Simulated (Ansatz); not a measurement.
The first iterations of a band of C2H5InOSi (10 atoms, charge 0, multiplicity 1).

Level of theory: RKS PBE0/def2-SVP (Ansatz 0.2.0).

| Item | Value |
| --- | --- |
| movable images | 7 |
| climbing image | yes |
| spring | 0.5 eV/Å² |
| optimiser | quadratic models (default) |
| start path | through a guess of the saddle point |
| force threshold | 0.03 eV/Å |
| iteration limit | 60 |
| end points | relaxed |

Initial state:

```xyz
10
Properties=species:S:1:pos:R:3
C -1.191 0.848 2.695
C -0.373 0.198 2.066
In 1.043 -0.920 1.012
O 0.909 -0.712 -0.970
Si 0.026 0.088 -2.109
H -1.918 1.425 3.240
H 2.279 -1.965 1.533
H -0.022 -0.715 -3.370
H -1.386 0.334 -1.664
H 0.635 1.420 -2.433
```

Final state:

```xyz
10
Properties=species:S:1:pos:R:3
C -1.048 1.005 3.428
C -0.515 0.412 2.506
In 0.413 -0.632 0.959
O -0.039 0.155 -0.821
Si 0.246 -0.067 -2.426
H -1.521 1.530 4.240
H 1.448 -1.988 0.977
H 0.821 1.173 -3.037
H 1.216 -1.190 -2.674
H -1.022 -0.399 -3.151
```

| iteration | highest image above the first end (eV) | largest band force component (eV/Å) |
| --- | --- | --- |
| 1 | 153.269 | 532.103 |
| 2 | 58.278 | 149.764 |
| 3 | 34.562 | 101.169 |
| 4 | 16.215 | 51.042 |
| 5 | 7.491 | 26.274 |
| 6 | 3.376 | 13.945 |

Problem. Does the band converge within its limit, and where does its top end?

Solution. The forces met the threshold. It ended after 18 iterations with the highest image 0.037 eV above the first end. Beside the main top the profile has a ripple of under 15 meV (maxima at images 3, 6), which may be a very shallow well or noise. Another band between the same ends (7 images) ends at a top of the same energy, where a vibrational analysis finds 1 clearly imaginary mode.

Run time: 7.6 min on 2 threads of Arm Neoverse V1 (shared host), peak memory 0.27 GiB.
